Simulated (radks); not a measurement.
Question: Sm55+, 7 electrons, occupied as [He] 2s1 2p3 3p1 (not the ground configuration). Calculated with a radial shooting solver on a logarithmic mesh with Libxc functionals: Dirac Kohn-Sham, PBE, spin-unpolarised, spherical densities, point nucleus; open shells are shared between the two j in proportion to 2j + 1. Some entries of the table are withheld. Estimate them.

orbital,occ.,eigenvalue (hartree),<r^2> (bohr^2)
1s1/2,2,-1909.837,0.0007000
2s1/2,1,-449.3352,0.01019
2p1/2,1,(1),0.007291
2p3/2,2,(2),0.008356
3s1/2,0,-189.9679,0.05436
3p1/2,0.333333,-187.0172,(3)
3p3/2,0.666667,-180.1142,(4)
3d3/2,0,(5),0.03727
3d5/2,0,(6),0.03838

Answer: 
(1) 2p1/2 eigenvalue (hartree): -440.6566
(2) 2p3/2 eigenvalue (hartree): -416.1668
(3) 3p1/2 <r^2> (bohr^2): 0.04816
(4) 3p3/2 <r^2> (bohr^2): 0.05219
(5) 3d3/2 eigenvalue (hartree): -176.8937
(6) 3d5/2 eigenvalue (hartree): -175.0339
